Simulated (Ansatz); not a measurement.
Reaction (β-hydride elimination): `C[O][GeH2][CH3]` → `[CH3][GeH3]` + `C=O`

Gas-phase electronic energies from Ansatz, PBE0-D4/def2-TZVP geometries. CCSD(T)/CBS is the MP2 limit (def2-TZVPP, def2-QZVPP) plus CCSD(T) − MP2 in def2-TZVPP, frozen cores. This one scheme is used for every species. DFT in def2-TZVPP. For Ge outer-core shells are correlated without core-valence functions, which leaves a few kJ/mol of doubt a bond. Scalar relativity is left out up to krypton. Each species was taken in one conformer, which may not be the lowest.

Q: Is it downhill or uphill in electronic energy at CCSD(T)/CBS, and by how much? (Estimate.)

A: Computed: Uphill: ΔE = +1.42 eV.

Q: What do these levels give: LDA (SPW92), PBE0-D4, r2SCAN0-D4, BHLYP-D4, ωB97M-V, r2SCAN0, RPA@PBE/def2-TZVPP, MP2/def2-SVP, CCSD(T)/def2-TZVPP, MP2/def2-QZVPP, HF/CBS(def2), CCSD/CBS(def2)? (Estimate.)

A: The calculation gave: LDA (SPW92) 1.73, PBE0-D4 1.47, r2SCAN0-D4 1.54, BHLYP-D4 1.47, ωB97M-V 1.41, r2SCAN0 1.51, RPA@PBE/def2-TZVPP 1.25, MP2/def2-SVP 1.28, CCSD(T)/def2-TZVPP 1.37, MP2/def2-QZVPP 1.50, HF/CBS(def2) 1.20, CCSD/CBS(def2) 1.42 eV.

Largest T1 diagnostic among the species: 0.015.

From PBE to PBE0 (25 % exact exchange), in def2-TZVPP and without D4, ΔE moves by +0.13 eV. Leaving LDA and LC-ωPBE aside and taking each functional with its dispersion term where it has one, the values, not all of them listed here, spread over 0.33 eV, from BLYP-D4 to r2SCAN0-D4. LDA lies +0.45 eV from PBE without D4. The D4 term adds +0.12 eV with B3LYP and +0.07 eV with PBE0; it sums over pairs of atoms, weighted by their polarisabilities, and B3LYP, whose exchange is more repulsive, gets the larger term.

B3LYP here is the variant with VWN-RPA as its local correlation; programs differ in this.
